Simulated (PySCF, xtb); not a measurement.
CH3Te, SMILES C[Te], multiplicity 2.

Harmonic wavenumbers (cm⁻¹) from GFN2-xTB (xtb) at its own minimum, in rising order: 550, 846, 846, 1299, 1468, 1468, 3068, 3077, 3077.

Task: What does r2SCAN-D4/def2-TZVP (PySCF) give at its own minimum? (An estimate is asked for; the answer gives what the named calculation found.)

Result: 433, 528, 774, 1240, 1356, 1456, 3057, 3152, 3160. Paired by order, the mean absolute difference is 96 cm⁻¹ and the zero-point energies are 22.4 and 21.7 kcal/mol.
